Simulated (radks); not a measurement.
Values are calculated unless marked as measured or tabulated.
Ionisation of the krypton ion Kr+, [Ar] 3d10 4s2 4p5, to Kr2+, [Ar] 3d10 4s2 4p4, under several functionals. Non-relativistic Kohn-Sham, spin-polarised, spherical densities, point nucleus; open shells are filled with parallel spins first; a radial shooting solver on a logarithmic mesh with Libxc functionals. The NIST Atomic Spectra Database gives 24.360 eV (measured). Rank these functionals by the error of their Delta-SCF ionisation energy: PBEsol; revTPSS; LDA (Slater exchange, VWN5 correlation); LDA (Slater exchange, Perdew-Wang correlation); RPBE; XLYP.

Answer. From best to worst: PBEsol 24.389 eV (+0.029); RPBE 24.306 eV (-0.054); XLYP 24.300 eV (-0.059); revTPSS 24.439 eV (+0.079); LDA (Slater exchange, VWN5 correlation) 24.650 eV (+0.290); LDA (Slater exchange, Perdew-Wang correlation) 24.651 eV (+0.292). Open shells are spherical and high-spin; term and fine-structure splittings are not resolved.
